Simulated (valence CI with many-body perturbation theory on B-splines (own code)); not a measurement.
# Sb+: calculated level list

Level of theory: valence CI with perturbative core correlation (CI+MBPT): four valence electrons over a frozen Dirac-Fock core [Kr] 4d10, a basis of 11 s, 11 p, 10 d, 8 f, 5 g, 2 h functions for each j, with the one-electron correlation potential Σ1 (screened to all orders), the two-electron term Σ2, the three-electron term Σ3, Breit, model QED; selected single and double excitations, second order for the rest, scaled by the run's own slope (own B-spline code, finite nucleus).

Set against measurement, 27 paired levels are off by 129 cm⁻¹ on average, the worst by 345. These come from a selection out of the NIST Handbook of Basic Atomic Spectroscopic Data. Levels without a partner in it may be off by more. Among the levels kept, up to 800 cm⁻¹ of a level comes from second order outside the variational space, and about a tenth of that is noise between levels of different J, which matters for small intervals.

Levels 91 to 135 of 153, with energies above the lowest level, (5s^2 5p1/2^2) J=0. "Leading %" is the weight of the configuration and term that name the level; weights of strongly mixed levels are sums over their largest components and can fall short. In the jj column 3d3/2^4 stands for four electrons in 3d with j = 3/2. Lifetimes count E1, E2, E3, M1 and M2 decay at the calculated energies, and are blank where another channel may lead or the interval is too uncertain; long ones can be off by a factor of two.

```
No.  Configuration  Term  J  E (eV)  Leading %  Lifetime                Leading jj
 91      5s2 5p 5g   3F°  4  14.434         52   14.5 ns   5s^2 5p1/2 5g9/2 (93 %)
 92      5s2 5p 5g   3G°  3  14.436         42   14.6 ns   5s^2 5p1/2 5g7/2 (94 %)
 93      5s2 5p 7d   3D°  1  14.442         48   1.22 ns   5s^2 5p1/2 7d3/2 (76 %)
 94      5s2 5p 8p    3D  1  14.463         68   74.8 ns   5s^2 5p1/2 8p1/2 (92 %)
 95      5s2 5p 8p    3P  1  14.510         47   40.0 ns   5s^2 5p1/2 8p3/2 (92 %)
 96      5s2 5p 8p    3D  2  14.524         48   55.4 ns   5s^2 5p1/2 8p3/2 (92 %)
 97      5s2 5p 8p    3P  0  14.543         63   41.3 ns   5s^2 5p1/2 8p1/2 (83 %)
 98      5s2 5p 8s   3P°  2  14.930         92   4.28 ns      5s^2 5p3/2 8s (92 %)
 99      5s2 5p 9s   3P°  1  14.937         37   5.39 ns      5s^2 5p1/2 9s (52 %)
100      5s2 5p 9s   3P°  0  14.939         93   7.27 ns      5s^2 5p1/2 9s (93 %)
101      5s2 5p 8s   1P°  1  14.955         32   3.52 ns      5s^2 5p3/2 8s (50 %)
102      5s2 5p 6f    3G  3  15.041         46   13.6 ns   5s^2 5p1/2 6f5/2 (74 %)
103      5s2 5p 6f    3F  3  15.047         35   14.1 ns   5s^2 5p1/2 6f7/2 (73 %)
104      5s2 5p 6f    3G  4  15.049         37   15.0 ns   5s^2 5p1/2 6f7/2 (88 %)
105      5s2 5p 6f    3F  2  15.053         43   14.3 ns   5s^2 5p1/2 6f5/2 (85 %)
106      5s2 5p 8d   3F°  2  15.054         71   15.2 ns   5s^2 5p1/2 8d3/2 (90 %)
107      5s2 5p 8d   3F°  3  15.069         39   12.8 ns   5s^2 5p1/2 8d5/2 (79 %)
108      5s2 5p 8d   3P°  2  15.084         44   4.83 ns   5s^2 5p1/2 8d5/2 (89 %)
109      5s2 5p 8d   3D°  1  15.090         47   3.49 ns   5s^2 5p1/2 8d3/2 (86 %)
110      5s2 5p 6g   3F°  4  15.106         35   18.1 ns   5s^2 5p1/2 6g9/2 (60 %)
111      5s2 5p 6g   3H°  5  15.112         37   26.1 ns   5s^2 5p1/2 6g9/2 (94 %)
112      5s2 5p 6g   3H°  4  15.115         68   25.6 ns   5s^2 5p1/2 6g7/2 (92 %)
113      5s2 5p 6h    3G  5  15.116         56   34.8 ns  5s^2 5p1/2 6h11/2 (92 %)
114      5s2 5p 6g   3G°  3  15.116         40   22.2 ns   5s^2 5p1/2 6g7/2 (91 %)
115      5s2 5p 6h    3I  5  15.116         68   37.1 ns   5s^2 5p1/2 6h9/2 (93 %)
116      5s2 5p 6h    3I  6  15.116         36   36.7 ns  5s^2 5p1/2 6h11/2 (94 %)
117      5s2 5p 6h    3H  4  15.117         38   36.2 ns   5s^2 5p1/2 6h9/2 (94 %)
118      5s2 5p 7d   3F°  4  15.129         59   16.3 ns   5s^2 5p3/2 7d5/2 (59 %)
119      5s2 5p 9p    3D  1  15.135         65   85.0 ns   5s^2 5p1/2 9p1/2 (90 %)
120      5s2 5p 5f    1F  3  15.140         41   6.92 ns   5s^2 5p3/2 5f5/2 (76 %)
121      5s2 5p 7d   1D°  2  15.145         45   2.37 ns   5s^2 5p3/2 7d3/2 (69 %)
122      5s2 5p 5f    3F  4  15.148         60   7.36 ns   5s^2 5p3/2 5f7/2 (68 %)
123      5s2 5p 9p    3P  0  15.156         63   32.1 ns   5s^2 5p1/2 9p1/2 (88 %)
124      5s2 5p 7d   3D°  3  15.159         55   2.50 ns   5s^2 5p3/2 7d5/2 (45 %)
125      5s2 5p 9p    3P  1  15.159         46   42.8 ns   5s^2 5p1/2 9p3/2 (90 %)
126      5s2 5p 9p    3D  2  15.166         44   51.9 ns   5s^2 5p1/2 9p3/2 (84 %)
127      5s2 5p 5f    3G  5  15.172         90   6.50 ns   5s^2 5p3/2 5f7/2 (90 %)
128      5s2 5p 5f    3D  3  15.185         41   7.58 ns   5s^2 5p3/2 5f7/2 (71 %)
129      5s2 5p 7d   3P°  2  15.188         47   2.60 ns   5s^2 5p3/2 7d5/2 (70 %)
130      5s2 5p 7d   3P°  1  15.189         70   2.70 ns   5s^2 5p3/2 7d3/2 (83 %)
131      5s2 5p 7d   3P°  0  15.191         93   3.01 ns   5s^2 5p3/2 7d3/2 (93 %)
132      5s2 5p 5f    3F  2  15.201         38   8.29 ns   5s^2 5p3/2 5f5/2 (77 %)
133      5s2 5p 5f    1G  4  15.219         61   11.1 ns   5s^2 5p3/2 5f5/2 (71 %)
134      5s2 5p 5g   3G°  5  15.230         67   13.9 ns   5s^2 5p3/2 5g9/2 (90 %)
135      5s2 5p 5g   1G°  4  15.232         38   13.8 ns   5s^2 5p3/2 5g7/2 (88 %)
```

Where two levels of one J and parity lie close, their mixing, g and order are uncertain.
